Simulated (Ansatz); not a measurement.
A short molecular-dynamics run on H5NOSn (`[NH2][SnH2][OH]`).

```yaml
crystal:
  periodic: [false, false, false]
  atoms:
    - {symbol: N, position_ang: [-1.215787, 0.494496, -0.768565]}
    - {symbol: Sn, position_ang: [0.443781, 0.179962, 0.320232]}
    - {symbol: O, position_ang: [0.279355, -1.682982, 0.926308]}
    - {symbol: H, position_ang: [-1.612498, 1.419476, -0.680027]}
    - {symbol: H, position_ang: [-1.153786, 0.258867, -1.748779]}
    - {symbol: H, position_ang: [0.361613, 1.204864, 1.678365]}
    - {symbol: H, position_ang: [1.908849, 0.259043, -0.567643]}
    - {symbol: H, position_ang: [1.080672, -2.190826, 0.784210]}
basis:
  gaussian: {orbitals: def2-SVP}
hamiltonian: {xc: {name: revPBE}, dispersion: d3bjatm}
md: {timestep: 0.5 fs, n_steps: 50, ensemble: nvt_nose_hoover, temperature: 700, initial_velocities: maxwell_boltzmann, seed: 376}
```

```sh
$ ansatz run in.yaml --threads 2 --pin off --events-out ev --progress --plain --max-ram 4352MiB
```

```tsv
step	time (fs)	potential energy (eV)	kinetic (eV)	T (K)	conserved (eV)
0	0.0	-9447.0822	0.5429	700	-9446.5393
1	0.5	-9447.0798	0.5422	699	-9446.5377
2	1.0	-9447.0196	0.4843	624	-9446.5353
3	1.5	-9446.9337	0.4003	516	-9446.5334
4	2.0	-9446.8512	0.3191	411	-9446.5321
5	2.5	-9446.7922	0.2608	336	-9446.5314
6	3.0	-9446.7684	0.2373	306	-9446.5312
7	3.5	-9446.7834	0.2520	325	-9446.5315
8	4.0	-9446.8326	0.3003	387	-9446.5324
9	4.5	-9446.9017	0.3678	474	-9446.5340
10	5.0	-9446.9654	0.4293	553	-9446.5363
11	5.5	-9446.9906	0.4523	583	-9446.5386
12	6.0	-9446.9486	0.4100	529	-9446.5390
13	6.5	-9446.8417	0.3064	395	-9446.5357
14	7.0	-9446.7254	0.1957	252	-9446.5302
15	7.5	-9446.6834	0.1559	201	-9446.5280
16	8.0	-9446.7472	0.2159	278	-9446.5318
17	8.5	-9446.8608	0.3245	418	-9446.5370
18	9.0	-9446.9436	0.4054	523	-9446.5390
19	9.5	-9446.9574	0.4205	542	-9446.5379
20	10.0	-9446.9119	0.3774	487	-9446.5356
21	10.5	-9446.8371	0.3047	393	-9446.5336
22	11.0	-9446.7623	0.2313	298	-9446.5323
23	11.5	-9446.7079	0.1777	229	-9446.5316
24	12.0	-9446.6857	0.1558	201	-9446.5313
25	12.5	-9446.6998	0.1698	219	-9446.5315
26	13.0	-9446.7476	0.2171	280	-9446.5321
27	13.5	-9446.8189	0.2873	370	-9446.5334
28	14.0	-9446.8942	0.3609	465	-9446.5353
29	14.5	-9446.9451	0.4097	528	-9446.5376
30	15.0	-9446.9408	0.4043	521	-9446.5389
31	15.5	-9446.8687	0.3341	431	-9446.5373
32	16.0	-9446.7612	0.2318	299	-9446.5323
33	16.5	-9446.6961	0.1709	220	-9446.5281
34	17.0	-9446.7346	0.2081	268	-9446.5297
35	17.5	-9446.8547	0.3230	416	-9446.5350
36	18.0	-9446.9752	0.4402	568	-9446.5387
37	18.5	-9447.0349	0.5001	645	-9446.5387
38	19.0	-9447.0242	0.4918	634	-9446.5368
39	19.5	-9446.9676	0.4378	564	-9446.5345
40	20.0	-9446.8965	0.3687	475	-9446.5329
41	20.5	-9446.8361	0.3095	399	-9446.5319
42	21.0	-9446.8019	0.2760	356	-9446.5315
43	21.5	-9446.8006	0.2749	354	-9446.5315
44	22.0	-9446.8318	0.3059	394	-9446.5320
45	22.5	-9446.8885	0.3620	467	-9446.5329
46	23.0	-9446.9561	0.4284	552	-9446.5344
47	23.5	-9447.0114	0.4821	622	-9446.5365
48	24.0	-9447.0249	0.4941	637	-9446.5384
49	24.5	-9446.9727	0.4422	570	-9446.5385
50	25.0	-9446.8613	0.3345	431	-9446.5351
```

Velocities are drawn at the set temperature; a run this short doesn't reach equilibrium.

Frames (Å, forces in eV/Å):

```xyz
8
time=0.0 fs
N    -1.216    0.494   -0.769   -0.510   -0.306    0.181
Sn    0.444    0.180    0.320    0.559    0.635   -0.021
O     0.279   -1.683    0.926   -0.817   -0.723    0.510
H    -1.612    1.419   -0.680   -0.277    0.623    0.051
H    -1.154    0.259   -1.749    0.057   -0.156   -0.666
H     0.362    1.205    1.678   -0.033    0.238    0.275
H     1.909    0.259   -0.568    0.350    0.059   -0.200
H     1.081   -2.191    0.784    0.672   -0.371   -0.130
8
time=1.0 fs
N    -1.218    0.489   -0.767   -0.491   -0.370   -0.278
Sn    0.443    0.180    0.320    0.845    0.688    0.017
O     0.275   -1.680    0.926    1.733   -2.504    0.096
H    -1.569    1.434   -0.659   -0.288    0.518   -0.137
H    -1.144    0.250   -1.761   -0.024    0.109   -0.042
H     0.381    1.203    1.693   -0.057    0.186    0.159
H     1.935    0.252   -0.550    0.204    0.075   -0.142
H     1.141   -2.221    0.770   -1.921    1.299    0.327
8
time=2.0 fs
N    -1.221    0.484   -0.766   -0.572   -0.094   -0.637
Sn    0.443    0.181    0.320    1.133    0.722    0.083
O     0.271   -1.678    0.925    2.838   -3.270   -0.087
H    -1.527    1.454   -0.640   -0.204    0.094   -0.357
H    -1.134    0.242   -1.773   -0.096    0.349    0.515
H     0.400    1.202    1.710   -0.082    0.115    0.022
H     1.963    0.245   -0.533    0.033    0.087   -0.074
H     1.184   -2.240    0.759   -3.051    1.998    0.535
8
time=3.0 fs
N    -1.225    0.479   -0.765   -0.655    0.362   -0.743
Sn    0.443    0.181    0.319    1.383    0.715    0.178
O     0.269   -1.678    0.924    3.092   -3.394   -0.146
H    -1.488    1.475   -0.624   -0.130   -0.427   -0.567
H    -1.125    0.238   -1.781   -0.137    0.500    0.814
H     0.419    1.203    1.727   -0.107    0.038   -0.121
H     1.991    0.240   -0.518   -0.140    0.094   -0.008
H     1.198   -2.239    0.753   -3.305    2.111    0.595
8
time=4.0 fs
N    -1.229    0.474   -0.765   -0.683    0.799   -0.579
Sn    0.443    0.182    0.319    1.566    0.659    0.294
O     0.269   -1.680    0.924    2.680   -3.006   -0.111
H    -1.450    1.491   -0.614   -0.128   -0.821   -0.722
H    -1.118    0.238   -1.781   -0.139    0.537    0.791
H     0.436    1.204    1.743   -0.133   -0.035   -0.253
H     2.018    0.235   -0.502   -0.299    0.096    0.045
H     1.181   -2.219    0.753   -2.864    1.771    0.536
8
time=5.0 fs
N    -1.233    0.469   -0.765   -0.650    1.088   -0.192
Sn    0.443    0.183    0.319    1.672    0.557    0.418
O     0.270   -1.683    0.923    1.243   -1.938    0.095
H    -1.413    1.500   -0.610   -0.204   -0.965   -0.792
H    -1.111    0.244   -1.774   -0.099    0.464    0.467
H     0.452    1.205    1.756   -0.158   -0.096   -0.362
H     2.042    0.231   -0.486   -0.431    0.094    0.080
H     1.137   -2.182    0.758   -1.373    0.797    0.285
8
time=6.0 fs
N    -1.238    0.466   -0.765   -0.578    1.159    0.312
Sn    0.443    0.183    0.319    1.710    0.425    0.536
O     0.273   -1.688    0.922   -1.811    0.042    0.611
H    -1.378    1.500   -0.614   -0.334   -0.814   -0.765
H    -1.106    0.253   -1.763   -0.023    0.304   -0.064
H     0.467    1.205    1.766   -0.182   -0.137   -0.439
H     2.063    0.228   -0.469   -0.530    0.087    0.096
H     1.080   -2.139    0.765    1.748   -1.065   -0.286
8
time=7.0 fs
N    -1.243    0.463   -0.765   -0.490    0.978    0.743
Sn    0.443    0.184    0.318    1.704    0.289    0.626
O     0.274   -1.693    0.922   -5.269    2.086    1.238
H    -1.347    1.492   -0.625   -0.481   -0.386   -0.653
H    -1.101    0.266   -1.752    0.067    0.107   -0.607
H     0.480    1.203    1.771   -0.204   -0.153   -0.475
H     2.078    0.226   -0.451   -0.588    0.081    0.090
H     1.041   -2.105    0.769    5.262   -3.002   -0.962
8
time=8.0 fs
N    -1.249    0.460   -0.765   -0.393    0.584    0.867
Sn    0.443    0.185    0.318    1.679    0.169    0.675
O     0.272   -1.697    0.922   -4.857    1.875    1.140
H    -1.320    1.480   -0.642   -0.608    0.218   -0.484
H    -1.095    0.280   -1.746    0.131   -0.065   -0.899
H     0.490    1.201    1.772   -0.224   -0.138   -0.468
H     2.087    0.225   -0.433   -0.600    0.082    0.060
H     1.050   -2.099    0.765    4.871   -2.724   -0.891
8
time=9.0 fs
N    -1.254    0.458   -0.764   -0.284    0.162    0.570
Sn    0.444    0.186    0.318    1.638    0.062    0.684
O     0.267   -1.700    0.923   -1.137   -0.070    0.392
H    -1.299    1.471   -0.664   -0.684    0.772   -0.307
H    -1.088    0.293   -1.750    0.133   -0.179   -0.775
H     0.499    1.196    1.769   -0.240   -0.095   -0.418
H     2.091    0.224   -0.414   -0.564    0.090    0.008
H     1.104   -2.118    0.753    1.137   -0.742   -0.153
8
time=10.0 fs
N    -1.260    0.457   -0.762   -0.164   -0.005   -0.028
Sn    0.445    0.186    0.318    1.560   -0.047    0.663
O     0.261   -1.703    0.924    1.766   -1.524   -0.196
H    -1.284    1.468   -0.689   -0.702    0.996   -0.164
H    -1.080    0.304   -1.760    0.070   -0.243   -0.314
H     0.506    1.191    1.762   -0.252   -0.029   -0.327
H     2.089    0.224   -0.394   -0.484    0.098   -0.061
H     1.168   -2.144    0.739   -1.795    0.753    0.428
8
time=11.0 fs
N    -1.266    0.455   -0.761   -0.041    0.243   -0.681
Sn    0.445    0.187    0.318    1.420   -0.165    0.625
O     0.257   -1.706    0.925    3.101   -2.121   -0.479
H    -1.276    1.475   -0.716   -0.681    0.761   -0.053
H    -1.071    0.313   -1.773   -0.025   -0.287    0.241
H     0.510    1.186    1.751   -0.259    0.051   -0.205
H     2.083    0.226   -0.376   -0.364    0.102   -0.142
H     1.217   -2.163    0.729   -3.151    1.416    0.694
8
time=12.0 fs
N    -1.273    0.453   -0.760    0.072    0.790   -1.193
Sn    0.446    0.188    0.318    1.206   -0.296    0.581
O     0.254   -1.711    0.926    3.476   -2.180   -0.582
H    -1.275    1.490   -0.743   -0.640    0.209    0.053
H    -1.062    0.319   -1.784   -0.113   -0.333    0.668
H     0.511    1.181    1.739   -0.263    0.140   -0.061
H     2.073    0.228   -0.358   -0.209    0.101   -0.232
H     1.236   -2.170    0.725   -3.528    1.570    0.766
8
time=13.0 fs
N    -1.279    0.452   -0.760    0.161    1.371   -1.466
Sn    0.447    0.189    0.318    0.923   -0.436    0.542
O     0.253   -1.717    0.927    3.171   -1.850   -0.562
H    -1.279    1.506   -0.770   -0.590   -0.382    0.170
H    -1.055    0.323   -1.789   -0.168   -0.389    0.854
H     0.510    1.178    1.726   -0.263    0.226    0.087
H     2.061    0.231   -0.343   -0.032    0.093   -0.324
H     1.222   -2.161    0.729   -3.201    1.367    0.701
8
time=14.0 fs
N    -1.285    0.452   -0.761    0.218    1.782   -1.465
Sn    0.448    0.189    0.319    0.591   -0.574    0.516
O     0.255   -1.724    0.927    1.920   -1.037   -0.365
H    -1.289    1.518   -0.794   -0.532   -0.801    0.287
H    -1.049    0.322   -1.786   -0.177   -0.456    0.771
H     0.507    1.176    1.714   -0.260    0.300    0.221
H     2.049    0.235   -0.331    0.148    0.081   -0.411
H     1.177   -2.140    0.739   -1.908    0.704    0.446
8
time=15.0 fs
N    -1.290    0.453   -0.763    0.243    1.929   -1.195
Sn    0.449    0.190    0.319    0.246   -0.691    0.507
O     0.257   -1.732    0.927   -0.908    0.493    0.140
H    -1.305    1.523   -0.817   -0.470   -0.949    0.383
H    -1.044    0.317   -1.775   -0.138   -0.532    0.447
H     0.501    1.178    1.704   -0.253    0.347    0.320
H     2.039    0.240   -0.323    0.306    0.065   -0.481
H     1.116   -2.112    0.753    0.974   -0.662   -0.122
8
time=16.0 fs
N    -1.296    0.456   -0.765    0.247    1.782   -0.727
Sn    0.451    0.190    0.319   -0.058   -0.767    0.513
O     0.259   -1.740    0.927   -4.717    2.390    0.833
H    -1.325    1.519   -0.835   -0.411   -0.804    0.437
H    -1.041    0.307   -1.760   -0.062   -0.609   -0.028
H     0.492    1.182    1.697   -0.243    0.360    0.370
H     2.031    0.245   -0.320    0.415    0.050   -0.526
H     1.064   -2.091    0.766    4.828   -2.403   -0.872
8
time=17.0 fs
N    -1.302    0.459   -0.769    0.266    1.337   -0.220
Sn    0.452    0.191    0.319   -0.275   -0.780    0.526
O     0.258   -1.746    0.927   -5.402    2.806    0.911
H    -1.349    1.508   -0.850   -0.361   -0.386    0.430
H    -1.039    0.291   -1.746    0.012   -0.660   -0.482
H     0.482    1.191    1.693   -0.227    0.336    0.363
H     2.027    0.251   -0.321    0.458    0.042   -0.539
H     1.057   -2.092    0.771    5.530   -2.695   -0.989
8
time=18.0 fs
N    -1.307    0.464   -0.772    0.353    0.640    0.122
Sn    0.453    0.191    0.320   -0.386   -0.729    0.539
O     0.254   -1.751    0.928   -1.917    1.309    0.215
H    -1.376    1.493   -0.860   -0.327    0.212    0.353
H    -1.036    0.269   -1.736    0.027   -0.638   -0.702
H     0.469    1.202    1.693   -0.205    0.277    0.303
H     2.028    0.258   -0.328    0.425    0.041   -0.517
H     1.099   -2.117    0.768    2.030   -1.111   -0.313
8
time=19.0 fs
N    -1.312    0.469   -0.775    0.539   -0.150    0.169
Sn    0.454    0.192    0.320   -0.410   -0.629    0.549
O     0.249   -1.754    0.930    1.394   -0.164   -0.404
H    -1.406    1.480   -0.867   -0.300    0.777    0.223
H    -1.034    0.241   -1.733   -0.058   -0.495   -0.571
H     0.454    1.216    1.696   -0.177    0.187    0.201
H     2.032    0.264   -0.339    0.322    0.041   -0.459
H     1.162   -2.154    0.761   -1.309    0.433    0.293
8
time=20.0 fs
N    -1.317    0.474   -0.778    0.772   -0.745   -0.030
Sn    0.455    0.192    0.321   -0.387   -0.502    0.554
O     0.244   -1.758    0.931    3.038   -0.903   -0.695
H    -1.440    1.474   -0.872   -0.249    1.020    0.079
H    -1.032    0.208   -1.735   -0.225   -0.227   -0.180
H     0.437    1.232    1.701   -0.142    0.076    0.075
H     2.040    0.272   -0.355    0.169    0.035   -0.372
H     1.213   -2.187    0.756   -2.976    1.247    0.568
8
time=21.0 fs
N    -1.321    0.478   -0.782    0.946   -0.916   -0.298
Sn    0.456    0.192    0.321   -0.351   -0.372    0.548
O     0.241   -1.763    0.931    3.576   -1.118   -0.787
H    -1.475    1.478   -0.876   -0.130    0.775   -0.036
H    -1.032    0.173   -1.738   -0.410    0.102    0.255
H     0.419    1.249    1.706   -0.103   -0.042   -0.055
H     2.049    0.279   -0.375   -0.007    0.022   -0.266
H     1.236   -2.208    0.757   -3.522    1.548    0.638
8
time=22.0 fs
N    -1.325    0.482   -0.785    0.992   -0.698   -0.465
Sn    0.457    0.193    0.322   -0.331   -0.257    0.528
O     0.241   -1.768    0.931    3.419   -0.976   -0.766
H    -1.512    1.489   -0.881    0.063    0.172   -0.106
H    -1.036    0.139   -1.739   -0.548    0.405    0.549
H     0.400    1.265    1.711   -0.061   -0.155   -0.175
H     2.058    0.287   -0.397   -0.180    0.004   -0.153
H     1.226   -2.214    0.764   -3.354    1.506    0.587
8
time=23.0 fs
N    -1.327    0.485   -0.789    0.923   -0.317   -0.432
Sn    0.458    0.193    0.322   -0.344   -0.172    0.491
O     0.242   -1.773    0.931    2.441   -0.413   -0.619
H    -1.549    1.501   -0.886    0.288   -0.488   -0.141
H    -1.045    0.108   -1.735   -0.608    0.607    0.611
H     0.381    1.280    1.714   -0.019   -0.253   -0.271
H     2.066    0.295   -0.421   -0.331   -0.018   -0.044
H     1.184   -2.206    0.777   -2.350    1.056    0.405
8
time=24.0 fs
N    -1.330    0.488   -0.793    0.803    0.021   -0.171
Sn    0.459    0.193    0.323   -0.397   -0.122    0.430
O     0.245   -1.779    0.930    0.063    0.845   -0.269
H    -1.582    1.509   -0.893    0.481   -0.955   -0.155
H    -1.060    0.084   -1.726   -0.585    0.664    0.429
H     0.361    1.292    1.715    0.022   -0.330   -0.336
H     2.070    0.302   -0.445   -0.449   -0.041    0.055
H     1.121   -2.189    0.793    0.063   -0.081    0.016
8
time=25.0 fs
N    -1.331    0.491   -0.797    0.698    0.207    0.285
Sn    0.460    0.194    0.323   -0.477   -0.105    0.342
O     0.248   -1.785    0.929   -3.732    2.813    0.257
H    -1.612    1.508   -0.902    0.588   -1.105   -0.156
H    -1.080    0.065   -1.712   -0.492    0.564    0.045
H     0.341    1.301    1.712    0.059   -0.378   -0.366
H     2.070    0.309   -0.468   -0.529   -0.063    0.136
H     1.059   -2.173    0.810    3.884   -1.934   -0.543
```

It took 54 s on 2 threads of an Arm Neoverse V1 on a shared host, with 0.14 GiB of host memory at the peak.
